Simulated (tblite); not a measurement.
Compound: C₅H₇B₂O (doublet state).
SMILES with atom numbers: `[BH2:1][O:2][B:3][CH2:4]/[CH:5]=[CH:6]\[C:7]#[CH:8]` (hydrogens: H9, H10 on B1; H11, H12 on C4; H13 on C5; H14 on C6; H15 on C8)
Bond orders are those of one Lewis drawing.

Computed with GFN2-xTB (tblite), gas phase: L-BFGS steps from a force-field or distance-geometry start until the largest atomic force falls under 0.01 eV/Å.

Step 75: E = -563.7752 eV
```
atom  x, y, z in Å  |  force x, y, z in eV/Å
B1      2.7892   -0.6576   -0.2670   -0.025   0.014   0.003
O2      1.8874    0.1792    0.2189   -0.041   0.009   0.002
B3      1.0766    1.0291    0.6713    0.037  -0.025  -0.010
C4     -0.3326    0.7903    1.4140    0.007   0.009   0.001
C5     -1.5164    1.1964    0.6015    0.001   0.007   0.013
C6     -1.9861    0.4977   -0.4354    0.010  -0.005   0.002
C7     -1.3931   -0.6987   -0.8846   -0.006  -0.007  -0.024
C8     -0.8742   -1.7085   -1.2786    0.001   0.012   0.001
H9      3.6397   -1.0447    0.4514    0.009   0.004  -0.011
H10     2.7192   -0.9733   -1.3996    0.005   0.014   0.007
H11    -0.3833   -0.2859    1.6066   -0.016  -0.008   0.004
H12    -0.3575    1.3103    2.3718   -0.006  -0.005   0.011
H13    -2.0007    2.1241    0.8728    0.011   0.012  -0.008
H14    -2.8551    0.8335   -0.9871    0.019  -0.014  -0.001
H15    -0.4177   -2.5838   -1.6324   -0.008  -0.016   0.010
```

Step 76: E = -563.7755 eV
```
atom  x, y, z in Å  |  force x, y, z in eV/Å
B1      2.7903   -0.6549   -0.2694   -0.039   0.014  -0.003
O2      1.8890    0.1792    0.2224   -0.050   0.020   0.000
B3      1.0774    1.0282    0.6757    0.048  -0.038  -0.009
C4     -0.3337    0.7887    1.4143    0.008   0.014  -0.003
C5     -1.5157    1.1961    0.6001    0.009   0.020   0.008
C6     -1.9850    0.4983   -0.4375    0.001  -0.009   0.011
C7     -1.3949   -0.7002   -0.8839    0.001  -0.008  -0.023
C8     -0.8748   -1.7110   -1.2735    0.000   0.013   0.001
H9      3.6353   -1.0543    0.4482    0.015   0.005  -0.011
H10     2.7220   -0.9568   -1.4060    0.010   0.011   0.014
H11    -0.3866   -0.2874    1.6057   -0.010  -0.014   0.006
H12    -0.3589    1.3081    2.3725   -0.013  -0.007   0.012
H13    -1.9973    2.1262    0.8680    0.008   0.012  -0.001
H14    -2.8533    0.8352   -0.9893    0.018  -0.011  -0.007
H15    -0.4182   -2.5874   -1.6238   -0.005  -0.024   0.005
```

Question: Estimate the geometry and energy of step 77. (The exact step hangs on the optimiser's Hessian estimate; all steps are aligned on step 76, rigid shifts and turns removed.)

Answer: E = -563.7760 eV, largest force 0.066 eV/Å
```
atom  x, y, z in Å  |  force x, y, z in eV/Å
B1      2.7912   -0.6505   -0.2734   -0.046   0.008  -0.011
O2      1.8894    0.1787    0.2257   -0.048   0.027   0.002
B3      1.0787    1.0261    0.6835    0.050  -0.043  -0.003
C4     -0.3356    0.7864    1.4159    0.007   0.015  -0.006
C5     -1.5142    1.1957    0.5979    0.019   0.034  -0.004
C6     -1.9832    0.4992   -0.4409   -0.010  -0.013   0.023
C7     -1.3980   -0.7027   -0.8838    0.012  -0.007  -0.014
C8     -0.8757   -1.7152   -1.2660   -0.001   0.011   0.001
H9      3.6285   -1.0684    0.4426    0.014   0.012  -0.010
H10     2.7286   -0.9312   -1.4158    0.014   0.005   0.012
H11    -0.3914   -0.2897    1.6060   -0.004  -0.016   0.006
H12    -0.3624    1.3053    2.3744   -0.023  -0.009   0.012
H13    -1.9909    2.1299    0.8605    0.003   0.011   0.006
H14    -2.8501    0.8382   -0.9929    0.017  -0.006  -0.016
H15    -0.4194   -2.5939   -1.6102   -0.005  -0.028   0.000
```

The energy changes by -0.0005 eV. The first-order estimate −F·Δx gives -0.0006 eV and the mean of the old and new forces, exact on a quadratic surface, -0.0005 eV. The step makes an angle of 83° with the force vector and moves no atom by more than 0.028 Å.

What follows is the cost of the whole relaxation. Time: 0.61 s wall. Hardware: an AMD EPYC 9B45 with one thread, on a shared host.
